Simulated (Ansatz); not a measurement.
LiSn₂⁻. Charge -1, multiplicity 1. Geometry PBE-D4/def2-TZVP, that of the neutral doublet.

```xyz
3

Li    1.274    0.561   -0.922
Sn   -1.477    0.103   -0.466
Sn    0.203   -0.664    1.388
```

In the def2 sets Sn takes a core potential; there is no spin–orbit coupling. The restricted singlet is unstable towards broken spin symmetry in Hartree–Fock (as tested in another run); at PBE-D4/def2-TZVPD, r2SCAN-D4/def2-TZVPD, PBE0-D4/def2-TZVPD this wasn't settled. At PBE-D4/def2-TZVPD, r2SCAN-D4/def2-TZVPD the highest occupied level of the charge -1 singlet lies above zero (up to 0.26 eV). By energy differences its removal costs 1.72 eV (vertical, to the charge 0 doublet, at PBE-D4/def2-TZVPD); a positive level beside a positive removal energy at the same level points to self-interaction error. The structure comes from a short search, and lower isomers may exist.

Estimate the orbital energies around the gap (eV) in Ansatz with PBE-D4/def2-TZVPD, r2SCAN-D4/def2-TZVPD, PBE0-D4/def2-TZVPD.


| orbital | PBE-D4/def2-TZVPD | r2SCAN-D4/def2-TZVPD | PBE0-D4/def2-TZVPD |
| --- | --- | --- | --- |
| HOMO−5 | -19.53 | -20.13 | -22.22 |
| HOMO−4 | -6.91 | -7.26 | -8.29 |
| HOMO−3 | -4.05 | -4.24 | -4.99 |
| HOMO−2 | -0.43 | -0.54 | -1.02 |
| HOMO−1 | 0.19 | 0.08 | -0.41 |
| HOMO | 0.26 | 0.16 | -0.38 |
| LUMO | 1.19 | 1.40 | 1.60 |
| LUMO+1 | 1.42 | 1.51 | 1.95 |
| LUMO+2 | 2.24 | 2.36 | 2.80 |
| LUMO+3 | 2.44 | 2.84 | 2.82 |
| LUMO+4 | 2.62 | 3.14 | 2.99 |
| LUMO+5 | 2.77 | 3.43 | 3.12 |
